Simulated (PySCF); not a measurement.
Cartesian coordinates in Å; atom numbers follow the order of the lines, from 1:
```xyz
11

F     0.3824    1.4835    1.3411
C     1.3835    0.9021    0.6196
C     0.8653   -0.1840   -0.2809
N    -0.3225   -0.5747   -0.4123
Si   -1.8121   -0.0347    0.3569
H     1.8934    1.6708    0.0096
H     2.1354    0.4747    1.3090
H     1.6738   -0.6643   -0.8743
H    -1.7872   -0.2573    1.8343
H    -2.1079    1.3967    0.0461
H    -2.9135   -0.8637   -0.2113
```

[PySCF: geometry from PBE0-D3(BJ)/def2-SVP; GIAO KT3/pcSseg-2 shieldings; one computed conformer; averaged over atoms made equivalent by symmetry, fast rotation or ring inversion; gas phase; non-relativistic Hamiltonian]

δ = σ(ref) − σ, references computed at the same level: ¹³C and ¹H and ²⁹Si vs TMS; ¹⁹F against CFCl3; ¹⁵N against NH3.

```csv
atoms,nucleus,count,δ (ppm)
H6/H7,¹H,2,5.04
C3,¹³C,1,?
C2,¹³C,1,90.7
H9/H10/H11,¹H,3,5.03
N4,¹⁵N,1,335.3
F1,¹⁹F,1,-258.6
H8,¹H,1,?
Si5,²⁹Si,1,-59.3
```

Complete the table.

Answers


- C3: 169.8 ppm, C=N carbon
- H8: 8.60 ppm, hydrogen on a C=N carbon

Shifts are as computed, not scaled to solution data. Of 1211 compounds with measured shifts, 218 miss one by over three times the rms of a fit or turn the order of signals round; such compounds aren't used in these exercises. Unscaled 19F shifts against computed CFCl3 carry errors that often reach 10 to 50 ppm. Experimental scales use liquid or dissolved standards, which lie at an offset from isolated NH3 (liquid NH3: subtract about 20 ppm). Unscaled 15N shifts of sp2 nitrogen come out 20 to 40 ppm too high even then.
